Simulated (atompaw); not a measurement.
# An all-electron radial function and its pseudo partner (aluminium)

Columns: radius, all-electron u(r) and pseudo u(r) of the 3s shell (level -11.09 eV) of aluminium in the configuration [Ne] 3s2 3p0.5; PBE, scalar-relativistic, PAW (atompaw) scheme, atompaw 4.2.0.5.

```
r (bohr)  all-electron  pseudo
   0.088        0.1400  0.0494
   0.177       -0.0342  0.0990
   0.265       -0.1991  0.1475
   0.354       -0.2888  0.1958
   0.442       -0.3042  0.2424
   0.531       -0.2655  0.2882
   0.619       -0.1932  0.3319
   0.708       -0.1014  0.3743
   0.796       -0.0030  0.4142
   0.885        0.0970  0.4523
   0.973        0.1915  0.4877
   1.062        0.2799  0.5209
   1.150        0.3586  0.5511
   1.238        0.4280  0.5786
   1.327        0.4885  0.6035
   1.415        0.5393  0.6252
   1.504        0.5820  0.6441
   1.592        0.6164  0.6598
   1.681        0.6439  0.6726
   1.769        0.6643  0.6822
   1.858        0.6786  0.6888
   1.946        0.6870  0.6922
   2.035        0.6905  0.6926
   2.123        0.6893  0.6900
   2.212        0.6842  0.6843
   2.300        0.6757  0.6757
```

(1) How many radial nodes do the two functions have?

(2) Is the pseudo-wave norm-conserving?

## Answers

(1) The all-electron 3s function has n − l − 1 = 2; the pseudo-wave has 0, since the states of the same l below it are removed with the core.

(2) No, it belongs to a PAW set: the norm inside the radius is not constrained, and the difference is carried by the augmentation charge.
